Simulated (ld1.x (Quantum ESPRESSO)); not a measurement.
# praseodymium (Pr): one change to an ultrasoft potential, before and after

praseodymium, ultrasoft, made with ld1.x (Quantum ESPRESSO) 7.5 (PBEsol, scalar-relativistic). Core [Kr] 4d10, reference 4f3 5s2 5p6 5d1 6s1 6p0. Waves: 5s (bound): rcut 2.00, rcutus 2.40 bohr; 6s (bound): rcut 2.00, rcutus 2.40 bohr; 5p (bound): rcut 2.35, rcutus 2.70 bohr; 6p (bound, empty): rcut 2.35, rcutus 2.70 bohr; 5d (bound): rcut 3.20, rcutus 3.95 bohr; 5d channel at 2.35 Ry: rcut 3.20, rcutus 3.95 bohr; 4f (bound): rcut 1.25, rcutus 1.45 bohr; 4f channel at 4.65 Ry: rcut 1.25, rcutus 1.45 bohr. Local part: all-electron potential smoothed inside 3.55 bohr (lloc = -1). Core correction: Bessel-smoothed model core inside 1.35 bohr. Augmentation charge: PSQ, radius 1.00 bohr.

Change: local potential all-electron potential smoothed inside 3.70 bohr (lloc = -1).

Cutoffs: the cutoffs (Ry, on a coarse ladder) from which the occupation-weighted sum of valence levels, in a spherical-Bessel basis at the reference potential, stays within 10 and 1 mRy of its value at 400 Ry; they do not see the model core or the augmentation charge, which bear on the density cutoff. Errors are all-electron minus pseudo energies relative to the spin-unpolarised reference configuration.

What does the change do?

The potential gets neither clearly harder nor softer (70 Ry and 100 Ry → 70 Ry and 100 Ry); of the 7 tests that both files solve, the error grows in 0 and shrinks in 1 by more than 15 % and 0.3 meV (median size 34.6 → 34.8 meV); the range in which the p phases agree widens (upper end 2.6 → at the end of the scan); the range in which the d phases agree narrows (upper end 4.0 → 0.9); neither file shows a bound ghost.

```tsv
quantity	base	changed
cutoff, loose	70 Ry	70 Ry
cutoff, tight	100 Ry	100 Ry
bound ghosts	none	none
error for 4f3 5s2 5p6 5d0 6s2 6p0, meV [ΔE -1.57 eV]	-29	-29
error for 4f3 5s2 5p6 5d0 6s1 6p0, meV [ΔE 4.17 eV]	-30	-30
error for 4f3 5s2 5p6 5d0 6s0 6p0, meV [ΔE 14.70 eV]	-35	-35
error for 4f3 5s2 5p6 5d1 6s0 6p0, meV [ΔE 5.06 eV]	-2.3	-1.9
error for 4f2 5s2 5p6 5d0 6s2 6p0, meV [ΔE 6.00 eV]	-50	-56
error for 4f3 5s2 5p5 5d0 6s2 6p0, meV [ΔE 24.55 eV]	-65	-68
error for 4f3 5s2 5p6 5d0 6s0 6p2, meV [ΔE 3.10 eV]	-35	-35
s: phases at 4.28 bohr within 0.05 rad from the reference energy up to (Ry; the scan ends near 5)	1.9	1.9
p: phases at 4.28 bohr within 0.05 rad from the reference energy up to (Ry; the scan ends near 5)	2.6	to the end of the scan
d: phases at 4.28 bohr within 0.05 rad from the reference energy up to (Ry; the scan ends near 5)	4.0	0.9
f: phases at 4.28 bohr within 0.05 rad from the reference energy up to (Ry; the scan ends near 5)	0.6	0.5
lowest overlap eigenvalue by channel	s 0.16, p 0.12, d 0.80, f 0.97	s 0.17, p 0.12, d 0.80, f 0.97
```
